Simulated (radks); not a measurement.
Values are calculated unless marked as measured or tabulated.
Task: In+, configuration [Kr] 4d10 5s2. Code: a radial shooting solver on a logarithmic mesh with Libxc functionals. Model: Dirac Kohn-Sham, LDA (Slater exchange, Perdew-Wang correlation), spin-unpolarised, spherical densities, finite nucleus; Fermi nuclear charge, rms radius 4.6156 fm. Some entries of the table are withheld. Estimate them.

orbital  occ.  eigenvalue (hartree)  r(max) (bohr)  <r^2> (bohr^2)
1s1/2       2             -1018.307        0.01924        0.001197
2s1/2       2             -152.6991         0.1089         0.01945
2p1/2       2             -142.5062        0.08385         0.01447
2p3/2       4             -134.7680        0.08829         0.01578
3s1/2       2             -29.18297         0.3161          0.1394
3p1/2       2             -25.06240            (1)          0.1343
3p3/2       4             -23.66483            (2)          0.1430
3d3/2       4                   (3)         0.2562          0.1237
3d5/2       6                   (4)         0.2591          0.1263
4s1/2       2              -4.66500         0.7693          0.8145
4p1/2       2              -3.31570         0.7982          0.9292
4p3/2       4              -3.06839         0.8234          0.9946
4d3/2       4              -0.98393         0.9253           1.644
4d5/2       6              -0.95199         0.9357           1.693
5s1/2       2              -0.56225          2.105           6.897

Result: 
(1) 3p1/2 r(max) (bohr): 0.3022
(2) 3p3/2 r(max) (bohr): 0.3125
(3) 3d3/2 eigenvalue (hartree): -16.34597
(4) 3d5/2 eigenvalue (hartree): -16.05931
